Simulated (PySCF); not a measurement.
C₂H₆MgS, SMILES [CH3][Mg][S]C.

Geometry optimised at B3LYP-D3(BJ)/def2-SVP. The structure was generated by enumeration; whether it is a known compound was not checked. Other conformers were not sampled.

All values below come from IEF-PCM-ωB97X/def2-SVP (PySCF).

The values are the electrostatic part of the solvation free energy, E(continuum) − E(gas) at the gas-phase geometry, in a cavity of scaled van der Waals radii (PySCF's table); cavitation and dispersion terms are not included. A continuum can't describe solvent molecules that bind to the metal. In vacuum the orbital gap is 9.45 eV. The dipole moment in vacuum is 1.76 D.

Estimate the values in water (ε = 78.36), tetrahydrofuran (ε = 7.43), methanol (ε = 32.61). (Estimate from the structure and the level; the computed values follow.)


```tsv
solvent	ε	ΔG(elec) (kcal/mol)	dipole (D)	gap (eV)
water	78.36	-12.0	2.35	10.13
tetrahydrofuran	7.43	-9.6	2.22	9.99
methanol	32.61	-11.6	2.32	10.10
```
